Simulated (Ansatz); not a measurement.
Compare A (`CC#CC(F)(F)F`) with its isomer B (`F/C=C\C=C(F)F`).

Isolated molecules relaxed with PBE0-D4/def2-TZVP in Ansatz; ΔE leaves out vibrations. CBS: MP2 limit from def2 TZ/QZ plus the TZ coupled-cluster correction, frozen cores. DFT in def2-TZVPP. B3LYP here is the variant with VWN-RPA as its local correlation; programs differ in this. Each species was taken in one conformer, which may not be the lowest.

Question: Which is lower in electronic energy at CCSD(T)/CBS, and by how much? (Estimate.)

Answer: The calculation gave: B, by 1.0 kcal/mol.

Question: Give E(B) − E(A) in kcal/mol with CCSD(T)/def2-TZVPP, B2PLYP, CCSD/def2-TZVPP, MP2/def2-TZVPP, CCSD(T)/def2-SVP, BLYP-D4, B3LYP-D4. (Best estimate.)

Answer: The calculation gave: CCSD(T)/def2-TZVPP -0.6, B2PLYP -1.5, CCSD/def2-TZVPP 0.1, MP2/def2-TZVPP 2.6, CCSD(T)/def2-SVP 0.8, BLYP-D4 -6.9, B3LYP-D4 -5.2. The order is the other way round with MP2/def2-TZVPP, CCSD(T)/def2-SVP.

Question: Does the order hold for the free energy at 298.15 K (harmonic terms from PBE0-D4)? (An estimate is asked.)

Answer: Ansatz gave: Too close to call: G(B) − G(A) = +0.1 kcal/mol, for one conformer each. Modes under 60 cm⁻¹, often nearly free rotors, make the harmonic entropy too high.

Largest T1 diagnostic: 0.013.

From BLYP to BHLYP (50 % exact exchange), in def2-TZVPP and without D4, E(B) − E(A) moves by +3.5 kcal/mol. At CCSD(T), def2-SVP lies +1.9 kcal/mol from the extrapolated value and def2-TZVPP +0.4 kcal/mol.
